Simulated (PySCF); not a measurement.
Species: C₅H₁₅NSi₂.
Numbering: `[CH3:1][NH:2][Si@@H:3]1[CH2:4][CH2:5][C@H:6]([CH3:7])[SiH2:8]1` (hydrogens: H9, H10, H11 on C1; H12 on N2; H13 on Si3; H14, H15 on C4; H16, H17 on C5; H18 on C6; H19, H20, H21 on C7; H22, H23 on Si8)

The same species was optimised twice, with GFN2-xTB and with PBE0-D3(BJ)/def2-SVP (PySCF), and the same property calculations (PySCF, gas phase) were run on both structures.

```
      coordinate  GFN2-xTB  PBE0-D3(BJ)/def2-SVP  change
     Si3–Si8 (Å)     2.306                 2.341  +0.035
      N2–Si3 (Å)     1.724                 1.740  +0.016
      Si3–C4 (Å)     1.910                 1.899  -0.011
       C4–C5 (Å)     1.529                 1.534  +0.005
       C5–C6 (Å)     1.533                 1.538  +0.005
      C6–Si8 (Å)     1.922                 1.919  -0.003
       C6–C7 (Å)     1.524                 1.523  -0.001
       C1–N2 (Å)     1.442                 1.442   0.000
   C1–N2–Si3 (°)     122.1                 125.1    +3.0
  N2–Si3–Si8 (°)     111.7                 109.2    -2.5
    C5–C6–C7 (°)     110.9                 113.0    +2.1
   N2–Si3–C4 (°)     107.1                 108.4    +1.3
  C4–Si3–Si8 (°)      94.2                  93.1    -1.1
   Si3–C4–C5 (°)     108.9                 108.2    -0.7
   C7–C6–Si8 (°)     114.1                 114.9    +0.8
  Si3–Si8–C6 (°)      92.8                  93.2    +0.4
C1–N2–Si3–C4 (°)       170                   158     -12
```

Rotational constants: A = 2371, B = 894.8, C = 767.9 MHz (GFN2-xTB) against A = 2202, B = 914.5, C = 793.9 MHz (PBE0-D3(BJ)/def2-SVP). Point groups within 0.08 Å: C1 and C1.

On the GFN2-xTB structure: HOMO (eV) -6.53 [PBE0/pcSseg-1]; LUMO (eV) 0.19 [PBE0/pcSseg-1]; dipole (D) 1.22 [PBE0/pcSseg-1]; GIAO shielding of C1 (ppm) 152.7 [PBE0/pcSseg-1]; GIAO shielding of N2 (ppm) 254.2 [PBE0/pcSseg-1]; GIAO shielding of Si3 (ppm) 357.0 [PBE0/pcSseg-1]; GIAO shielding of C4 (ppm) 165.6 [PBE0/pcSseg-1]; GIAO shielding of C5 (ppm) 148.7 [PBE0/pcSseg-1]; GIAO shielding of C6 (ppm) 158.7 [PBE0/pcSseg-1]; GIAO shielding of C7 (ppm) 164.8 [PBE0/pcSseg-1]; GIAO shielding of Si8 (ppm) 416.0 [PBE0/pcSseg-1].

Q: What do these properties become on the PBE0-D3(BJ)/def2-SVP structure?

A: 
```csv
property,level,on GFN2-xTB,on PBE0-D3(BJ)/def2-SVP,change
HOMO (eV),PBE0/pcSseg-1,-6.53,-6.51,+0.02
LUMO (eV),PBE0/pcSseg-1,0.19,0.37,+0.18
dipole (D),PBE0/pcSseg-1,1.22,1.18,-0.04
"energy, GFN2-xTB geometry as zero (kcal/mol)",PBE0/pcSseg-1,0.0,-2.2,-2.2
GIAO shielding of C1 (ppm),PBE0/pcSseg-1,152.7,151.5,-1.2
GIAO shielding of N2 (ppm),PBE0/pcSseg-1,254.2,252.1,-2.1
GIAO shielding of Si3 (ppm),PBE0/pcSseg-1,357.0,357.9,+0.9
GIAO shielding of C4 (ppm),PBE0/pcSseg-1,165.6,164.7,-0.9
GIAO shielding of C5 (ppm),PBE0/pcSseg-1,148.7,148.6,-0.1
GIAO shielding of C6 (ppm),PBE0/pcSseg-1,158.7,159.7,+1.0
GIAO shielding of C7 (ppm),PBE0/pcSseg-1,164.8,163.7,-1.1
GIAO shielding of Si8 (ppm),PBE0/pcSseg-1,416.0,412.4,-3.6
```

The heavy atoms differ by 0.116 Å rms after alignment. Among bonds between heavy atoms Si3–Si8 changes most (+0.035 Å). Changes are differences of the printed values. Neither structure is proved a minimum here.
